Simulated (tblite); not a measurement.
C₅H₄BrN₃.
Numbering: `[CH:1]#[C:2][CH2:3][n:4]1[n:5][n:6][cH:7][c:8]1[Br:9]` (hydrogens: H10 on C1; H11, H12 on C3; H13 on C7)

Computed with GFN2-xTB (tblite), gas phase: L-BFGS steps from a force-field or distance-geometry start until the largest atomic force falls under 0.01 eV/Å.

At the end of the run (lengths in Å): C1≡C2 1.196, C2–C3 1.452, C1–H10 1.049, N5–N6 1.280, C8–Br9 1.867, C7–C8 1.380, C7–H13 1.069, C7–C8–Br9 132.5°, N4–C8–Br9 122.8°, C1–C2–C3 176.7°, C2–C3–N4 110.8°, C2–C3–N4–N5 -112°, H11–C3–N4–N5 8°.

**Question.** These geometries were met on the way; a selection of coordinates is given. Order them by energy above the end point, lowest first.
A. C1≡C2 1.208, C2–C3 1.466, C1–H10 1.055, N5–N6 1.268, C8–Br9 1.895, C7–C8 1.379, C7–H13 1.092, C7–C8–Br9 128.0°, N4–C8–Br9 126.5°, C1–C2–C3 179.9°, C2–C3–N4 112.1°, C2–C3–N4–N5 -88°, H11–C3–N4–N5 33°
B. C1≡C2 1.195, C2–C3 1.460, C1–H10 1.053, N5–N6 1.282, C8–Br9 1.873, C7–C8 1.380, C7–H13 1.070, C7–C8–Br9 128.1°, N4–C8–Br9 126.2°, C1–C2–C3 179.5°, C2–C3–N4 112.5°, C2–C3–N4–N5 -88°, H11–C3–N4–N5 34°
C. C1≡C2 1.124, C2–C3 1.512, C1–H10 1.107, N5–N6 1.277, C8–Br9 1.901, C7–C8 1.383, C7–H13 1.096, C7–C8–Br9 127.7°, N4–C8–Br9 126.8°, C1–C2–C3 179.8°, C2–C3–N4 112.0°, C2–C3–N4–N5 -88°, H11–C3–N4–N5 33°
D. C1≡C2 1.197, C2–C3 1.451, C1–H10 1.048, N5–N6 1.279, C8–Br9 1.862, C7–C8 1.377, C7–H13 1.070, C7–C8–Br9 130.0°, N4–C8–Br9 125.1°, C1–C2–C3 178.1°, C2–C3–N4 112.0°, C2–C3–N4–N5 -88°, H11–C3–N4–N5 31°
E. C1≡C2 1.237, C2–C3 1.454, C1–H10 1.054, N5–N6 1.326, C8–Br9 1.908, C7–C8 1.408, C7–H13 1.085, C7–C8–Br9 126.3°, N4–C8–Br9 127.6°, C1–C2–C3 179.2°, C2–C3–N4 112.5°, C2–C3–N4–N5 -89°, H11–C3–N4–N5 34°

**Answer.** D (0.036 eV), B (0.066 eV), A (0.109 eV), E (0.285 eV), C (0.545 eV).

| step | E above end (eV) | rms distance from the end, all atoms (Å) | largest force (eV/Å) | rms shift of all bonds from the end (Å) |
| --- | --- | --- | --- | --- |
| 8 | 0.036 | 0.305 | 0.261 | 0.003 |
| 4 | 0.066 | 0.310 | 0.380 | 0.007 |
| 2 | 0.109 | 0.312 | 1.160 | 0.014 |
| 0 | 0.285 | 0.315 | 3.997 | 0.024 |
| 1 | 0.545 | 0.313 | 11.821 | 0.034 |

Rows stand in the order of the answer.
